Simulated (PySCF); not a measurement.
A geometry optimisation on `[F][GeH]([F])[F]`.

Computed with PBE0-D3(BJ)/def2-SVP geometry optimisation, gas phase (PySCF 2.14.0). Start geometry: GFN2-xTB. A driver script takes a list of jobs; this job's settings line and coordinates (Å) are shown.

Command:
```bash
OMP_NUM_THREADS=1 python probes_run.py task.json out
```

Input:
```
{"job": {"xc": "PBE0", "basis": "def2-SVP", "d3": "d3bj", "grid": 1, "shake": 0.01, "kind": "geom"}, "charge": 0, "multiplicity": 1}
F      1.577340     0.211590    -0.512000
Ge    -0.005830    -0.023710     0.111740
F     -0.911890     1.340640    -0.381080
F     -0.598510    -1.294650    -0.814420
H     -0.027540    -0.267840     1.557880
```

Q: Estimate the output.

A: 
```
step   0  E = -2376.19156607  max force = 0.020131
step   1  E = -2376.19155048  max force = 0.022231
step   2  E = -2376.19348726  max force = 0.004873
step   3  E = -2376.19358810  max force = 0.000643
step   4  E = -2376.19359375  max force = 0.000184
optimisation converged
```

Energies in Eh; «max force» is the largest Cartesian gradient component in Eh/bohr.

Q: Give the first gradient maximum in eV/Å.

A: With 1 Eh/bohr = 51.422 eV/Å, 1.035 eV/Å.

Main results: final energy -2376.19359 Eh after 4 steps; dipole 2.46 D.

Q: Estimate the wall time. Hardware: one thread, Arm Neoverse V1 (aarch64), shared host with 32 logical CPUs at a one-minute load of 27. And the peak memory of the process?

A: About 11 s, with 0.34 GiB resident at the peak, the Python interpreter and its libraries included.
Labels such as C1 count atoms from 1, the log's own numbers from 0.
